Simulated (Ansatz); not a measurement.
Consider the ligand exchange at a B–O bond: `FCOBO[SiH3]` + CH₃NH₂ → `CNBOCF` + silanol.

Calculated with Ansatz (gas phase, PBE0-D4/def2-TZVP geometries, no zero-point term in ΔE). CCSD(T)/CBS is the MP2 limit (def2-TZVPP, def2-QZVPP) plus CCSD(T) − MP2 in def2-TZVPP, frozen cores. DFT in def2-TZVPP. B3LYP here is the variant with VWN-RPA as its local correlation; programs differ in this. One conformer a species, not always the lowest.

`FCOBO[SiH3]`:

Z-matrix (Å, degrees):
```
C
O 1 1.381
F 1 1.368 2 109.4
H 1 1.092 2 108.5 3 -117.4
H 1 1.095 2 111.5 3 118.9
B 2 1.370 1 120.8 3 -93.0
O 6 1.346 2 118.7 1 175.8
H 6 1.198 2 120.5 1 -5.2
Si 7 1.660 6 130.9 2 -2.1
H 9 1.483 7 110.3 6 -59.2
H 9 1.481 7 106.3 6 -178.6
H 9 1.484 7 110.1 6 62.4
```

CH₃NH₂:

```xyz
7

C    -0.081   -0.070   -0.558
N    -0.049   -0.165    0.891
H     0.450    0.793   -0.985
H    -1.120   -0.021   -0.895
H     0.351   -0.975   -0.990
H    -0.456    0.660    1.312
H     0.905   -0.222    1.224
```

`CNBOCF`:

Z-matrix (Å, degrees):
```
C
N 1 1.443
H 1 1.090 2 109.2
H 1 1.094 2 111.7 3 -119.3
H 1 1.094 2 111.7 3 119.4
B 2 1.393 1 125.1 3 -2.7
H 2 1.008 1 114.6 3 -176.7
O 6 1.385 2 123.2 1 178.1
H 6 1.196 2 120.5 1 -1.3
C 8 1.368 6 121.7 2 -10.9
F 10 1.385 8 111.3 6 65.6
H 10 1.091 8 108.7 6 -176.7
H 10 1.097 8 111.8 6 -53.2
```

`O[SiH3]`:

```xyz
6

O     0.875   -0.902    0.250
Si   -0.129    0.372   -0.040
H     0.515   -1.785    0.165
H    -0.660    0.348   -1.431
H     0.689    1.589    0.165
H    -1.290    0.379    0.892
```

| level | ΔE (kJ/mol) | difference from CCSD(T)/CBS |
| --- | --- | --- |
| PBE-D4 | 8.4 | -6.4 |
| r2SCAN-D4 | 12.8 | -2.0 |
| PBE0-D4 | 11.6 | -3.2 |
| B3LYP-D4 | 15.3 | 0.5 |
| ωB97X-V | 15.0 | 0.2 |
| ωB97M-V | 14.0 | -0.8 |
| B2PLYP | 15.9 | 1.1 |
| PBE | 9.0 | -5.8 |
| r2SCAN | 12.9 | -1.9 |
| PBE0 | 12.0 | -2.8 |
| B3LYP | 16.2 | 1.4 |
| HF/def2-TZVPP | 30.6 | 15.8 |
| MP2/def2-TZVPP | 13.5 | -1.3 |
| SCS-MP2/def2-TZVPP | 16.9 | 2.1 |
| CCSD/def2-TZVPP | 17.5 | 2.7 |
| CCSD(T)/def2-TZVPP | 15.4 | 0.6 |
| HF/def2-QZVPP | 31.7 | 16.9 |
| MP2/def2-QZVPP | 13.6 | -1.2 |
| SCS-MP2/def2-QZVPP | 16.9 | 2.1 |
| HF/CBS(def2) | 31.9 | 17.1 |
| MP2/CBS(def2) | 12.9 | -1.9 |
| CCSD/CBS(def2) | 16.9 | 2.1 |
| CCSD(T)/CBS | 14.8 | 0 |

Largest T1 diagnostic among the species: 0.013.

In def2-TZVPP, CCSD(T) changes the Hartree–Fock value by −15.1 kJ/mol (the triples alone add −2.1 kJ/mol) and MP2 by −17.1 kJ/mol.
